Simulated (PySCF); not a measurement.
GeIH3.
Structure used (PBE0-D3(BJ)/def2-SVP), in Å, numbered top down from 1:
```
atom  x, y, z in Å
Ge1   -0.0015    0.0022   -0.2270
I2     0.0150   -0.0219    2.2930
H3     1.4587    0.0113   -0.6982
H4    -0.7402    1.2714   -0.6717
H5    -0.7319   -1.2631   -0.6961
```

Method: TDDFT CAM-B3LYP/def2-SVPD, vertical, gas phase, core orbitals frozen in the response, def2 core potentials past Kr (PySCF 2.14.0, density-fitted response routines). Spin–orbit coupling is left out.

Frontier orbitals with the atoms that hold most of them (Löwdin shares over 4%, at most four atoms):

```tsv
orbital	ε (eV)	atoms
HOMO-3	-11.84	Ge1 44%, H3 25%, H5 22%, I2 7%
HOMO-2	-10.67	I2 62%, Ge1 27%
HOMO-1	-8.80	I2 87%, Ge1 9%
HOMO	-8.80	I2 87%, Ge1 9%
LUMO	-0.37	I2 44%, Ge1 33%, H4 8%, H5 8%
LUMO+1	0.76	Ge1 48%, I2 27%, H4 8%, H5 8%
LUMO+2	1.53	I2 63%, Ge1 26%
```

Within 0.005 eV of a neighbour in this list lie HOMO-1/HOMO (point group found: C3v); within a degenerate set the shares of single atoms can hang on how the components are chosen.

(1) How does S1 compare with the orbital gap of 8.43 eV?

Results:

(1) S1 is at 5.06 eV (f = 0.0079), 3.36 eV below the gap, made of HOMO-1/HOMO→LUMO (≥95%). S1/S2 lie within about 0.01 eV of each other. 

Next come S2 at 5.06 eV (f 0.0079), HOMO-1/HOMO→LUMO (≥95%); S3 at 6.72 eV (f 0.036), HOMO-1/HOMO→LUMO+1 (≥93%); S4 at 6.72 eV (f 0.036), HOMO-1/HOMO→LUMO+1 (≥93%); S5 at 7.30 eV (f 0.110), HOMO-2→LUMO (50%), HOMO-1/HOMO→LUMO+6 (≥20%), HOMO-1/HOMO→LUMO+5 (≥20%).

Orbitals of the list HOMO-3 to LUMO+2 that lie within 0.01 eV of each other are written together with a slash and their weights summed (≥ marks a lower bound); for degenerate orbitals outside that list single weights are arbitrary.

Löwdin shares depend on the basis, the more so with diffuse functions.
